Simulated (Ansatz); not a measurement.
FH3Si (SMILES F[SiH3]) moved off its minimum; all values from Ansatz (a program for electronic structure), cores frozen in correlated methods.
(charge 0, multiplicity 1)
```xyz
5

Si    -0.5366     0.0710    -0.1145
F      0.9870     0.0611     0.2734
H     -0.8535     1.3145    -0.5267
H     -0.6025    -0.9602    -1.2470
H     -1.1647    -0.3271     1.0511
```

Forces at r2SCAN/def2-TZVPP (eV/Å):

```
atom      Fx      Fy      Fz
----  ------  ------  ------
Si1    1.399  -3.090  -1.534
F2     1.377   0.203   0.312
H3    -0.977   2.924  -1.002
H4    -0.380   0.575   0.565
H5    -1.419  -0.612   1.659
```

**Question.** Give the forces (eV/Å), the total energy and the dipole at CCSD(T)/aug-cc-pV(T+d)Z.

**Answer.** 
| atom | Fx | Fy | Fz |
|---|---|---|---|
| Si1 | 1.252 | -3.094 | -1.572 |
| F2 | 1.471 | 0.200 | 0.331 |
| H3 | -0.961 | 2.864 | -0.981 |
| H4 | -0.372 | 0.622 | 0.618 |
| H5 | -1.391 | -0.593 | 1.603 |
Energy -390.6450 hartree, dipole 1.53 D.
